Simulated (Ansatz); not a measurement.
`[SiH3]/C=C1C=N\1`, relaxed with RKS PBE0-D4/def2-TZVP in Ansatz from a PBE-D4/def2-SVP geometry. The force threshold is 0.005 eV/Å; the program also tests the step.

Total charge 0; spin multiplicity 1.

Start:

```xyz
10

Si    0.711    1.017    1.132
C     0.462   -0.667    0.368
C    -0.362   -0.861   -0.671
C    -1.279   -0.606   -1.698
N    -0.914   -1.845   -1.604
H     2.153    1.451    1.066
H     0.311    1.037    2.586
H    -0.129    2.024    0.390
H     0.994   -1.551    0.760
H    -1.948    0.000   -2.331
```

```tsv
step	energy (eV)	largest force (eV/Å)	largest move (Å)
1	-12549.9261	1.290	0.000
2	-12549.9799	0.552	0.036
3	-12549.9860	0.112	0.013
4	-12549.9863	0.055	0.005
5 (rejected)	-12549.9862	0.061	0.006
6	-12549.9864	0.006	0.003
7	-12549.9864	0.004	0.006
```

End:

```xyz
10

Si    0.699    1.001    1.114
C     0.461   -0.669    0.368
C    -0.352   -0.856   -0.658
C    -1.259   -0.588   -1.671
N    -0.903   -1.811   -1.580
H     2.121    1.439    1.044
H     0.304    1.027    2.549
H    -0.140    1.980    0.369
H     0.983   -1.541    0.754
H    -1.913    0.017   -2.288
```

Run time 38 s (2 threads of an Arm Neoverse V1 on a shared host); peak host memory 0.43 GiB.
